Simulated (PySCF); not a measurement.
H4Ge.

```xyz
5

Ge     0.0000     0.0000     0.0000
H      0.8867    -0.8867    -0.8867
H     -0.8867    -0.8867     0.8867
H     -0.8867     0.8867    -0.8867
H      0.8867     0.8867     0.8867
```

The structure is a stationary point at B3LYP-D3(BJ)/def2-TZVP.

All values below come from PBE0/pcSseg-1 (PySCF). Non-relativistic, no solvent.

Computed absolute GIAO shielding of each atom: isotropic value and principal components (ppm):
| atom | σ(iso) | σ11 | σ22 | σ33 | span |
|---|---|---|---|---|---|
| Ge1 | 1658.3 | 1658.3 | 1658.3 | 1658.3 | 0.0 |
| H2 | 27.7 | 22.2 | 22.2 | 38.6 | 16.4 |
| H3 | 27.7 | 22.2 | 22.2 | 38.6 | 16.4 |
| H4 | 27.7 | 22.2 | 22.2 | 38.6 | 16.4 |
| H5 | 27.7 | 22.2 | 22.2 | 38.6 | 16.4 |
